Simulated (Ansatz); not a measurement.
Spectroscopic constants of BeAl, multiplicity 2 (lowest of 2S+1 = 2, 4 at CCSD(T)/def2-TZVPP on PBE0 minima; our sources give no spin for the ground state, which may be another).

| level | bond energy D_e (kcal/mol) | minus CCSD(T)/def2-QZVPP |
|---|---|---|
| SVWN5/def2-TZVPP | 26.43 | 14.05 |
| PBE/def2-TZVPP | 21.72 | 9.34 |
| B97M-V/def2-TZVPP | 19.11 | 6.74 |
| B3LYP/def2-TZVPP | 14.44 | 2.06 |
| CAM-B3LYP/def2-TZVPP | 11.98 | -0.40 |
| wB97M-V/def2-TZVPP | 11.33 | -1.05 |
| CCSD/def2-TZVPP | 7.40 | -4.97 |
| CCSD/def2-QZVPP | 8.80 | -3.58 |
| CCSD(T)/def2-TZVPP | 10.52 | -1.86 |
| CCSD(T)/def2-QZVPP | 12.38 | 0.00 |

 The comparison column counts from a level with limits of its own.

The rows run from 7.40 (CCSD/def2-TZVPP) to 26.43 kcal/mol (SVWN5/def2-TZVPP). From def2-TZVPP to def2-QZVPP CCSD(T) changes by 1.86. The 6 functionals in def2-TZVPP without D3 or D4 span 15.10, from wB97M-V to SVWN5.

D_e counts from the fitted minimum to each atom's lowest state at the same level, without counterpoise.

Correlated levels freeze the inner cores; with def2 sets outer-core shells near the valence are correlated too.

Codes used: Ansatz (Gaussian basis) for Hartree–Fock, density functionals and correlated methods. Values without a source in brackets are computed.

Ansatz is an electronic-structure program.
